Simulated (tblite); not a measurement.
Compound: C₂H₁₁NO₃Si₃.
Structure used (GFN2-xTB), in Å, numbered top down from 1:
```xyz
20
C2H11NO3Si3 angstrom
N     -2.6601    0.9293    1.4925
Si    -1.4643    0.7596    0.2791
O     -1.4518   -0.8266   -0.0610
C     -0.9390   -1.4914   -1.1970
Si     0.8273   -2.1235   -0.8437
O      1.7837   -0.8750   -0.4450
Si     2.3592    0.4304    0.3278
C      1.0601    1.8285    0.2910
O     -0.1266    1.4066    0.9306
H     -3.2108    0.1245    1.7317
H     -2.4329    1.4673    2.3090
H     -1.8239    1.5108   -0.9292
H     -0.9676   -0.8227   -2.0640
H     -1.6204   -2.3202   -1.4115
H      0.8162   -3.0454    0.2893
H      1.4242   -2.6593   -2.0662
H      2.6342    0.0403    1.7082
H      3.5372    0.8157   -0.4479
H      1.4142    2.7098    0.8343
H      0.8359    2.1518   -0.7312
```

Calculated harmonic vibrations of the isolated species, GFN2-xTB (tblite), most abundant isotopes, no scaling. The method is semi-empirical: single wavenumbers can be off by several per cent or more. Modes of hydrogen on silicon can be 10 to 20 % off. One conformer, not necessarily the lowest.

Harmonic wavenumbers (cm⁻¹): 38.4, 43.0, 94.2, 107.1, 121.2, 128.6, 185.7, 200.0, 233.7, 249.5, 292.0, 296.2, 349.8, 450.8, 504.9, 512.6, 537.8, 600.6, 614.5, 649.9, 665.4, 693.2, 727.3, 728.3, 737.1, 740.8, 744.5, 767.1, 774.1, 796.8, 828.3, 878.3, 940.8, 1070.9, 1128.8, 1138.5, 1215.5, 1217.7, 1281.2, 1282.1, 1473.0, 1475.0, 1512.0, 2212.6, 2257.1, 2266.3, 2273.7, 2281.9, 2893.1, 2895.7, 2927.0, 2928.0, 3515.5, 3557.7.

A = 1299, B = 884.7, C = 567.8 MHz; mass 181.005 u (most abundant isotopes); point group Cs, symmetry number 1.

Q: Zero-point energy?

A: ½Σν̃ = 29518 cm⁻¹ = 353.11 kJ/mol.

Q: Give the ideal-gas entropy at 273.15 K and 1 bar in the rigid-rotor, harmonic-oscillator model (classical rotation).

A: Translation 171.87, rotation 126.84, vibration 164.03: S = 462.7 J/(mol K).

Q: And Cp and H(273.15 K) − H(0)?

A: Cp = 199.44 J/(mol K), of which vibrations give 166.19 (their classical limit is 54 R = 449.0); H(273.15 K) − H(0) = 32.50 kJ/mol without the zero-point energy, 23.42 from vibrations.

Q: Which modes carry the vibrational entropy at 273.15 K?

A: 38.4 cm⁻¹: 21.62; 43.0 cm⁻¹: 20.68; 94.2 cm⁻¹: 14.23; 107.1 cm⁻¹: 13.18; 121.2 cm⁻¹: 12.19; 128.6 cm⁻¹: 11.71 J/(mol K); the other 48 give 70.43 together.

Q: Blend soft modes into free rotors: weight 1/[1 + (100 cm⁻¹/ν̃)⁴] for the oscillator and the rest for a rotor with moment μB/(μ + B), μ = h/(8π²ν), B = 10⁻⁴⁴ kg m². What vibrational entropy results?

A: 149.96 J/(mol K) in place of 164.03, which changes −T·S at 273.15 K by +3.84 kJ/mol.

Q: What must be added to the electronic energy to get the Gibbs energy at 273.15 K and 1 bar?

A: ZPE + [H(273.15 K) − H(0)] − T·S = 353.11 + 32.50 − 126.40 = 259.21 kJ/mol.

Q: How do the functions run with temperature in this model?

A: 
```csv
T (K),S (J/(mol K)),Cp (J/(mol K)),H − H(0) (kJ/mol),G − H(0) (kJ/mol),ln q(vib)
50,263.7,66.1,2.35,-10.83,0.93
100,320.4,99.6,6.53,-25.50,2.77
298.15,480.8,212.4,37.65,-105.69,10.36
373.15,532.3,247.0,54.92,-143.70,13.14
500,611.2,292.0,89.26,-216.33,17.69
750,741.6,350.1,170.15,-386.04,25.94
1000,847.7,386.7,262.57,-585.11,33.25
```

q(vib) and H(0) count from the zero-point level.

Hindered rotation and anharmonicity are outside this model. Other conformers, if any are populated, would add a mixing term that is left out.
